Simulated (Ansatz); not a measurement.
Ansatz (a first-principles code) input (PBE0/def2-TZVP):

Ansatz 0.2 input:
```yaml
crystal:
  periodic: [false, false, false]
  atoms:
    - {symbol: Cd, position_ang: [-0.00000000, -0.00000000, -0.03670422]}
    - {symbol: H, position_ang: [0.00000000, 0.00000000, 1.76180242]}
basis:
  gaussian:
    orbitals: def2-TZVP
hamiltonian:
  xc: {name: PBE0}
magnetization: {spin_polarized: true, initial_magnetization: 1}
relax: {f_tol: 0.003, max_steps: 100}
```

End of the output:

```
the calculation of the forces begins
reference -4579.80419439 eV, -168.3046998409 hartree; 11, 10 occupied and 35, 36 virtual orbitals, 468 factors
relax step   1: F+E_penalty+E_count = -4579.80416972 eV  Δ(F+E_penalty+E_count) = +0.000e0 eV  max|allowed force component| = 1.716e-1 eV/Å  Δτ_max = 0.0000 Å  (28 SCF iters, accepted)
these checks for a lower state are left out or cut short: starts, cluster_reference, orbital_swaps, neighbouring_geometries, increment
integrals: 0.01 GiB planned
468 factors; integrals over basis functions are off by at most 4.8e-4 eV
mean field: 0.14 GiB planned
mean field -4579.80631160 eV, -168.3047776472 hartree, gradient 2.6e-5 eV, S^2 0.758709; 0 other end points of the search recorded, 0 dependent functions left out
the calculation of the forces begins
reference -4579.80633631 eV, -168.3047785552 hartree; 11, 10 occupied and 35, 36 virtual orbitals, 468 factors
relax step   2: F+E_penalty+E_count = -4579.80631160 eV  Δ(F+E_penalty+E_count) = -2.142e-3 eV  max|allowed force component| = 3.279e-2 eV/Å  Δτ_max = 0.0149 Å  (34 SCF iters, accepted)
these checks for a lower state are left out or cut short: starts, cluster_reference, orbital_swaps, neighbouring_geometries, increment
integrals: 0.01 GiB planned
468 factors; integrals over basis functions are off by at most 4.9e-4 eV
mean field: 0.14 GiB planned
mean field evaluation 32: about -4579.8064 eV, gradient 2.2e-5 eV
mean field -4579.80638496 eV, -168.3047803429 hartree, gradient 2.2e-5 eV, S^2 0.758814; 0 other end points of the search recorded, 0 dependent functions left out
the calculation of the forces begins
reference -4579.80640966 eV, -168.3047812508 hartree; 11, 10 occupied and 35, 36 virtual orbitals, 468 factors
relax step   3: F+E_penalty+E_count = -4579.80638496 eV  Δ(F+E_penalty+E_count) = -7.336e-5 eV  max|allowed force component| = 3.157e-4 eV/Å  Δτ_max = 0.0022 Å  (28 SCF iters, accepted)
integrals: 0.01 GiB planned
468 factors; integrals over basis functions are off by at most 4.9e-4 eV
mean field: 0.14 GiB planned
mean field -4579.80638496 eV, -168.3047803429 hartree, gradient 2.2e-5 eV, S^2 0.758814; 1 other end points of the search recorded, 0 dependent functions left out
the calculation of the forces begins
reference -4579.80640966 eV, -168.3047812508 hartree; 11, 10 occupied and 35, 36 virtual orbitals, 468 factors
Total energy: -4579.80640966 eV, -168.3047812508 hartree
Atom 0 at     0.000000    -0.000000    -0.024039 Å, force    -0.000000    -0.000000    -0.000316 eV/Å
Atom 1 at    -0.000000     0.000000     1.749137 Å, force     0.000000     0.000000     0.000316 eV/Å
Dipole moment:    -0.000000    -0.000000    -0.138182 e Å
```

The spin state was set by rule; other spins were not relaxed.
